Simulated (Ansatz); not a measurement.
Computed with Ansatz on PBE0-D4/def2-TZVP structures; ΔE is electronic, products minus reactants. CBS: MP2 limit from def2 TZ/QZ plus the TZ coupled-cluster correction, frozen cores. Functionals use def2-TZVPP. Elements past krypton have def2 core potentials. For Ge, Sb outer-core shells are correlated without core-valence functions, which leaves a few kJ/mol of doubt a bond. Scalar relativity is left out up to krypton. Each species was taken in one conformer, which may not be the lowest.

Reaction (cleavage of the Ge–Sb bond): `[GeH3][SbH2]` + `N=C1O[SiH2]1` → `[GeH3]/[N]=C1\O[SiH2]1` + stibine

CCSD(T)/CBS gives +39.1 kJ/mol.

(1) Another level gave +27.5 kJ/mol. Which?
A. r2SCAN/def2-TZVPP
B. PBE/def2-TZVPP
C. BLYP-D4/def2-TZVPP
D. B97M-V/def2-TZVPP

(2) What do rigid-rotor, harmonic-oscillator terms from PBE0-D4/def2-TZVP frequencies (298.15 K, 1 bar) make of the CCSD(T)/CBS value? (Best estimate.)

Largest T1 diagnostic among the species: 0.017.

## Answers

(1) D. B97M-V 27.5, r2SCAN 41.8, BLYP-D4 36.5, PBE 48.2 kJ/mol.

(2) Computed: ΔZPE = -11.6 kJ/mol, ΔH = +29.0 kJ/mol, ΔS = -9 J/(mol·K), ΔG = +31.6 kJ/mol. Modes under 50 cm⁻¹ make the entropy rough.

Leaving LDA and LC-ωPBE aside and taking each functional with its dispersion term where it has one, the values, not all of them listed here, spread over 19.2 kJ/mol, from B97M-V to HSE06-D4. At CCSD(T), def2-SVP lies −9.2 kJ/mol from the extrapolated value and def2-TZVPP −8.5 kJ/mol.
